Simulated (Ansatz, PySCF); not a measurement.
Spin states of FeO2 (SMILES [O]=[Fe]=[O]), each relaxed with B3LYP-D3(BJ)/def2-TZVP.
State 1 (charge 0, multiplicity 5):
```xyz
3

Fe     0.3219    -0.2412     0.3282
O      0.8732     0.3124    -1.0711
O     -1.2282    -0.0239     0.6726
```
State 2 (charge 0, multiplicity 1):
```
atom    x (Å)    y (Å)    z (Å)
----  -------  -------  -------
Fe     0.1342  -0.0971   0.1316
O      1.0711   0.2532  -1.0515
O     -1.2386  -0.1088   0.8497
```

Singlets are restricted, other states unrestricted; no spin–orbit coupling, no relativity up to Kr; see below for the cores. The largest T1 diagnostic is 0.114.

The values were computed with Ansatz (a first-principles code) with Gaussian orbitals; PySCF for the dispersion terms. Each number belongs to the level named beside it.

PBE/def2-TZVPP gives 14.25 kcal/mol for the energy of the multiplicity-1 state less that of the multiplicity-5 state.

Question: How do the other levels lie against it? Give each less PBE: PBE-D3(BJ)/def2-TZVPP, r2SCAN/def2-TZVPP, B3LYP/def2-TZVPP, wB97M-V/def2-TZVPP.

Answer: PBE-D3(BJ)/def2-TZVPP 0.02; r2SCAN/def2-TZVPP 14.17; B3LYP/def2-TZVPP 6.79; wB97M-V/def2-TZVPP 6.88 kcal/mol. 4 of 4 lie above PBE; the widest gap is to r2SCAN/def2-TZVPP.
